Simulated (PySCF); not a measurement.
**Basis-set dependence of population analyses: `C1=C[SiH2]O[SiH2]1`**

C2H6OSi2.
SMILES with atom numbers: `[CH:1]1=[CH:2][SiH2:3][O:4][SiH2:5]1` (hydrogens: H6 on C1; H7 on C2; H8, H9 on Si3; H10, H11 on Si5)

PBE0 throughout (PySCF), one geometry, spherical d and f functions. Isolated species at its PBE0-D3(BJ)/def2-SVP geometry, gas phase. Atoms taken as equivalent share a column and are averaged.

Mulliken charges (e):

| basis | functions | C1/C2 | Si3/Si5 | O4 | H6/H7 | H8/H9/H10/H11 |
| --- | --- | --- | --- | --- | --- | --- |
| STO-3G | 39 | -0.266 | +0.697 | -0.499 | +0.068 | -0.125 |
| 6-31G | 65 | -0.457 | +0.972 | -0.907 | +0.186 | -0.123 |
| pcSseg-0 | 65 | -0.715 | +1.140 | -0.999 | +0.256 | -0.091 |
| 6-31G* | 90 | -0.360 | +0.694 | -0.689 | +0.185 | -0.087 |
| cc-pVDZ | 108 | -0.163 | +0.522 | -0.519 | +0.033 | -0.066 |
| def2-SVP | 108 | -0.262 | +0.672 | -0.584 | +0.061 | -0.090 |
| aug-cc-pVDZ | 177 | +0.362 | -0.027 | -0.937 | -0.487 | +0.310 |
| 6-311+G(2d,p) | 187 | -0.333 | +0.823 | -0.918 | +0.111 | -0.071 |
| def2-TZVP | 203 | -0.247 | +0.410 | -0.446 | +0.125 | -0.032 |
| cc-pVTZ | 242 | -0.229 | +0.400 | -0.378 | +0.113 | -0.047 |
| IGLO-III | 253 | -0.332 | +1.014 | -0.789 | +0.080 | -0.184 |

IAO charges (e):

```
        basis  functions   C1/C2  Si3/Si5      O4   H6/H7  H8/H9/H10/H11
       STO-3G         39  -0.394   +0.860  -0.691  +0.126         -0.123
        6-31G         65  -0.399   +0.829  -0.806  +0.164         -0.095
     pcSseg-0         65  -0.404   +0.842  -0.806  +0.162         -0.099
       6-31G*         90  -0.413   +0.961  -0.863  +0.153         -0.135
      cc-pVDZ        108  -0.411   +0.952  -0.856  +0.154         -0.133
     def2-SVP        108  -0.410   +0.966  -0.858  +0.151         -0.139
  aug-cc-pVDZ        177  -0.417   +0.957  -0.868  +0.158         -0.132
6-311+G(2d,p)        187  -0.425   +0.991  -0.884  +0.158         -0.141
    def2-TZVP        203  -0.427   +1.002  -0.888  +0.157         -0.144
      cc-pVTZ        242  -0.424   +0.987  -0.880  +0.158         -0.140
     IGLO-III        253  -0.427   +0.999  -0.888  +0.158         -0.143
```

Hirshfeld charges (e):

| basis | functions | C1/C2 | Si3/Si5 | O4 | H6/H7 | H8/H9/H10/H11 |
| --- | --- | --- | --- | --- | --- | --- |
| STO-3G | 39 | -0.135 | +0.447 | -0.315 | +0.018 | -0.086 |
| 6-31G | 65 | -0.133 | +0.399 | -0.368 | +0.054 | -0.068 |
| pcSseg-0 | 65 | -0.135 | +0.418 | -0.350 | +0.045 | -0.076 |
| 6-31G* | 90 | -0.124 | +0.378 | -0.319 | +0.052 | -0.074 |
| cc-pVDZ | 108 | -0.128 | +0.386 | -0.301 | +0.048 | -0.078 |
| def2-SVP | 108 | -0.129 | +0.393 | -0.303 | +0.047 | -0.080 |
| aug-cc-pVDZ | 177 | -0.139 | +0.400 | -0.326 | +0.052 | -0.075 |
| 6-311+G(2d,p) | 187 | -0.137 | +0.400 | -0.326 | +0.051 | -0.075 |
| def2-TZVP | 203 | -0.134 | +0.393 | -0.316 | +0.051 | -0.076 |
| cc-pVTZ | 242 | -0.133 | +0.391 | -0.311 | +0.050 | -0.076 |
| IGLO-III | 253 | -0.135 | +0.390 | -0.313 | +0.050 | -0.074 |

**Question.** Which scheme is steadiest as the basis changes?

**Answer.** Largest range over the bases for any column: Hirshfeld 0.07 e, IAO 0.20 e, Mulliken 1.17 e. Hirshfeld charges move least and Mulliken charges most, counted in e. Without the minimal STO-3G basis the ranges are Hirshfeld 0.07, IAO 0.17, Mulliken 1.17 e.

**Question.** How much do the charges still move between the two largest bases, cc-pVTZ and IGLO-III?

**Answer.** At most, over all atoms: Mulliken 0.614 e, IAO 0.012 e, Hirshfeld 0.003 e.

**Question.** What do the same runs give for the total energy, the frontier levels and the dipole moment?

**Answer.** 
```
        basis  energy (Eh)  HOMO (eV)  LUMO (eV)  μ (D)
       STO-3G    -724.9631      -4.04       3.35   0.69
        6-31G    -733.4865      -7.87      -0.60   2.43
     pcSseg-0    -732.6087      -8.08      -0.87   2.08
       6-31G*    -733.6214      -7.89      -0.58   1.77
      cc-pVDZ    -733.6575      -7.94      -0.73   1.65
     def2-SVP    -733.3649      -8.03      -0.82   1.65
  aug-cc-pVDZ    -733.6720      -8.01      -0.94   1.59
6-311+G(2d,p)    -733.7330      -8.07      -0.99   1.66
    def2-TZVP    -733.7537      -8.06      -0.95   1.60
      cc-pVTZ    -733.7482      -8.04      -0.89   1.57
     IGLO-III    -733.7558      -8.06      -0.97   1.58
```

The dipole is fixed by the density alone, so its range of 1.74 D shows that the density itself changes with the basis, not only its division among atoms.
